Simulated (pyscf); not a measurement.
## `[SiH3][CH][CH2][Cl]`, doublet

Gas-phase minimum from PySCF at ωB97X-D3(BJ)/def2-SVP, one conformer. H₃Si–CH•–CH₂–Cl lies 59.1 kcal/mol over its isomer H₃C–Si•(CH₃)–Cl (electronic energy, ωB97M-D3(BJ)/def2-TZVP). 

SMILES: C([CH][SiH3])Cl
```xyz
10

Si     0.7433     0.3309    -0.0809
C     -1.0820     0.6843     0.0291
C     -2.1633    -0.2947    -0.2656
Cl    -1.5289    -1.8939    -0.7652
H      1.1506    -0.7610     0.8511
H      1.4643     1.5808     0.3018
H      1.1494    -0.0505    -1.4653
H     -1.4415     1.6766     0.3328
H     -2.8198     0.0575    -1.0799
H     -2.8065    -0.4669     0.6148
```
Charge 0, spin multiplicity 2.

Bonds (Å): Si1–C2 1.862, Si1–H5 1.492, Si1–H6 1.493, Si1–H7 1.492, C2–C3 1.488, C2–H8 1.098, C3–Cl4 1.792, C3–H9 1.104, C3–H10 1.104. Angles (°): C2–Si1–H5 111.7, C2–Si1–H6 107.4, C2–Si1–H7 111.7, H5–Si1–H6 108.7, H5–Si1–H7 108.6, H6–Si1–H7 108.7, Si1–C2–C3 125.1, Si1–C2–H8 120.6, C3–C2–H8 114.3, C2–C3–Cl4 112.7, C2–C3–H9 111.6, C2–C3–H10 111.6, Cl4–C3–H9 106.8, Cl4–C3–H10 106.8 (the first ones only).

Properties at ωB97X-D3(BJ)/def2-SVP:

```
Property                                                                                                                                                                                                                                              Result
---------------------------------------------------------------------------------------------------------------------  -------------------------------------------------------------------------------------------------------------------------------------
Harmonic wavenumbers, unscaled                                                                                         73, 147, 160, 420, 447, 631, 631, 697, 810, 864, 950, 961, 962, 1067, 1151, 1292, 1318, 1437, 2248, 2252, 2255, 3066, 3120, 3185 cm⁻¹
Zero-point energy                                                                                                                                                                                                                              43.1 kcal/mol
Rotational symmetry number                                                                                                                                                                                                                                 1
Entropy of this conformer at 298 K and 1 atm, rigid rotor and harmonic oscillator, modes under 100 cm⁻¹ raised to 100                                                                                                                        333.8 J/(mol K)
Dipole moment                                                                                                                                                                                                                                         2.10 D
Spin expectation value S2                                                                                                                                                                                                                              0.754
```

Single-point totals, which compare only within one level:

```json
[
 {"level": "ωB97X-D3(BJ)/def2-TZVP", "total energy (hartree)": "-829.58154"},
 {"level": "PBE/def2-TZVP", "total energy (hartree)": "-829.04591"},
 {"level": "r²SCAN/def2-TZVP", "total energy (hartree)": "-829.39630"},
 {"level": "B3LYP-D3(BJ)/def2-TZVP", "total energy (hartree)": "-829.55892"},
 {"level": "PBE0-D3(BJ)/def2-TZVP", "total energy (hartree)": "-829.13579"},
 {"level": "M06-2X/def2-TZVP", "total energy (hartree)": "-829.41850"},
 {"level": "ωB97M-D3(BJ)/def2-TZVP", "total energy (hartree)": "-829.61203"}
]
```

Soft torsions are taken as harmonic, which can shift the entropy by several J/(mol K).
